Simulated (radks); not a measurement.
Values are calculated unless marked as measured or tabulated.
Spherical quantum dot in the effective-mass picture: electrons in a parabolic well V = omega^2 r^2 / 2 with omega = 2.44, with a point charge +2 (a donor) at the centre, all in effective atomic units (hartree* = m*/eps^2 hartree, bohr* = eps/m* bohr), one dielectric constant everywhere. Level of theory: non-relativistic Kohn-Sham, LDA (Slater exchange, Perdew-Wang correlation), spin-polarised, spherical densities (a radial shooting solver with Libxc functionals). Levels are named by radial order and angular momentum (1s, 1p, 1d, 2s, ...), and open shells are averaged over m. Results are scaled to m* = 0.032 and eps = 12.9, for which hartree* = 5.233 meV and bohr* = 21.33 nm.

N = 31, configuration 1s2 1p6 1d10 2s2 1f(up 7, down 1) 2p(up 3, down 0). This is the lowest configuration that the search found. Occupied and some empty levels:

level    occupation  eigenvalue (meV)  <r> (nm)
1s up             1            119.41     16.04
1s down           1            120.09     16.02
1p up             3            129.87     26.36
1p down           3            130.57     26.32
2s up             1            134.39     27.32
2s down           1            135.10     27.19
1d up             5            137.62     31.31
1d down           5            138.35     31.24
1f up             7            145.58     34.85
2p up             3            146.07     30.66
1f down           1            146.35     34.81
2p down           0            146.86     30.79
3s up             0            152.64     32.10
3s down           0            153.27     32.25
1g up             0            153.98     37.73
1g down           0            154.76     37.74
2d up             0            155.79     34.21
2d down           0            156.48     34.39

Energy (meV): total 2715.87, kinetic 467.90, external 775.99, Hartree 1597.4, exchange-correlation -125.47.

Electron density:

r (nm)  n(r) (e/nm^3)
1.27        0.0006910
6.04        0.0003159
10.8        0.0001869
15.6        0.0001424
20.4        0.0001272
25.1        0.0001200
29.9        0.0001058
34.7       0.00007822
39.4       0.00004540
44.2       0.00001982
49.0        6.401e-06
53.8        1.522e-06
58.5        2.686e-07
63.3        3.481e-08
